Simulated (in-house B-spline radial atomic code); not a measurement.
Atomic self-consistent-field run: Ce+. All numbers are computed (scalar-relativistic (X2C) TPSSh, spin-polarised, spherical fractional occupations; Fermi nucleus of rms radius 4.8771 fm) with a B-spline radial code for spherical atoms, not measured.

Command:
```bash
python run_scf.py task.json out
```
Settings (nuclear radius in fm, mass in u):
```
Z                58
configuration    [Xe] 4f1 5d2
hamiltonian      x2c
method           tpssh
spin_polarised   True
nucleus          fermi
rms_radius       4.8771
atomic_mass      139.90545
speed_of_light   137.035999084
```

Output (hartree, bohr):
```
 radial grid: 81 intervals, B-splines of order 8, outer radius 60 bohr

 iter        energy (Eh)    residual
    1       -8859.083132    9.73e-02
    2       -8859.088252    2.66e-03
    3       -8859.088498    3.92e-04
    4       -8859.088499    1.79e-04
    5       -8859.088499    1.44e-05
    6       -8859.088499    7.34e-06
    7       -8859.088499    1.29e-06
    8       -8859.088499    6.77e-07
    9       -8859.088499    2.66e-08

 total energy                     -8859.08850
 kinetic                            9506.7085
 electron-nucleus                 -21575.2018
 Hartree                            3421.0052
 exact exchange                      -20.8139
 exchange-correlation               -190.7865

 orbital      occ     eigenvalue          <r>       <r^2>       <1/r>       r_max
 1s up      1.000     -1479.4935    0.0239067 0.000786382     67.1636     0.01495
 1s down    1.000     -1479.4938    0.0239067 0.000786382     67.1636     0.01495
 2s up      1.000      -237.4258     0.104572   0.0129668     15.3911     0.08889
 2s down    1.000      -237.4239     0.104572   0.0129666     15.3912     0.08889
 2p up      3.000      -212.8053    0.0919971    0.010347     13.9243     0.07128
 2p down    3.000      -212.8037    0.0919965   0.0103469     13.9244     0.07128
 3s up      1.000       -51.5031     0.277997   0.0884428     5.48751      0.2545
 3s down    1.000       -51.4946     0.277961   0.0884186     5.48832      0.2545
 3p up      3.000       -43.6108     0.276093    0.088457     5.05972       0.249
 3p down    3.000       -43.6015     0.276047   0.0884262     5.06054       0.249
 3d up      5.000       -32.2881     0.253625   0.0758299      4.7606      0.2053
 3d down    5.000       -32.2785     0.253569   0.0757918     4.76139      0.2053
 4s up      1.000       -10.6547     0.637462    0.458317     2.24904      0.5934
 4s down    1.000       -10.6247     0.637444    0.458296     2.24903      0.5933
 4p up      3.000        -8.0615     0.674314    0.516749     2.04687       0.619
 4p down    3.000        -8.0302     0.674285    0.516708     2.04687      0.6188
 4d up      5.000        -4.2871     0.744369    0.642477     1.77814      0.6521
 4d down    5.000        -4.2519     0.744233    0.642195     1.77828      0.6518
 5s up      1.000        -1.6992      1.53393     2.64326    0.867174       1.381
 5s down    1.000        -1.6565      1.52707     2.61872    0.871736       1.376
 5p up      3.000        -1.0546      1.77483     3.56659    0.735094       1.552
 5p down    3.000        -1.0040       1.7663     3.53375     0.73979       1.546
 4f up      1.000        -0.3115      1.14049     1.75803     1.18552       0.709
 5d up      2.000        -0.2750      2.80211     9.28937    0.463755       2.181
```

Run time, properties included: 0.87 s on 1 thread of Intel(R) Xeon(R) Platinum 8488C (shared host).

Caution: exact exchange at fractional occupations of open shells leaves self-interaction of up to several eV.

One-electron X2C: radii and densities carry no picture-change correction, so inner-shell <1/r> comes out high (for 1s by about 2 % at Z = 33, 5 % at 54, 10 % at 75, 30 % at 118) and <r> low.
